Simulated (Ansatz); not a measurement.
`N[Si](N)([SiH3])[SiH3]` + HCl → `N[Si](N)([SiH3])Cl` + SiH₄  (cleavage of the Si–Si bond)

Isolated molecules relaxed with PBE0-D4/def2-TZVP in Ansatz; ΔE leaves out vibrations. CCSD(T)/CBS is the MP2 limit (def2-TZVPP, def2-QZVPP) plus CCSD(T) − MP2 in def2-TZVPP, frozen cores. This one scheme is used for every species. Functionals use def2-TZVPP. Each species was taken in one conformer, which may not be the lowest.

Task: Is it downhill or uphill in electronic energy at CCSD(T)/CBS, and by how much? (Estimate.)

Result: Ansatz gave: Downhill: ΔE = -30.3 kcal/mol.

Task: What do these levels give: PBE-D4, PBE0-D4, ωB97X-V, B2PLYP, PBE, PBE0, SCS-MP2/def2-TZVPP, CCSD(T)/def2-TZVPP, MP2/def2-QZVPP, SCS-MP2/def2-QZVPP, MP2/CBS(def2), CCSD/CBS(def2)? (Best estimate.)

Result: Computed: PBE-D4 -26.3, PBE0-D4 -27.9, ωB97X-V -30.5, B2PLYP -31.5, PBE -26.9, PBE0 -28.5, SCS-MP2/def2-TZVPP -32.3, CCSD(T)/def2-TZVPP -29.7, MP2/def2-QZVPP -32.5, SCS-MP2/def2-QZVPP -32.6, MP2/CBS(def2) -32.7, CCSD/CBS(def2) -30.8 kcal/mol.

Largest T1 diagnostic among the species: 0.013.

In def2-TZVPP, CCSD(T) changes the Hartree–Fock value by +5.7 kcal/mol (the triples alone add +0.6 kcal/mol) and MP2 by +3.3 kcal/mol. From PBE to PBE0 (25 % exact exchange), in def2-TZVPP and without D4, ΔE moves by −1.6 kcal/mol.
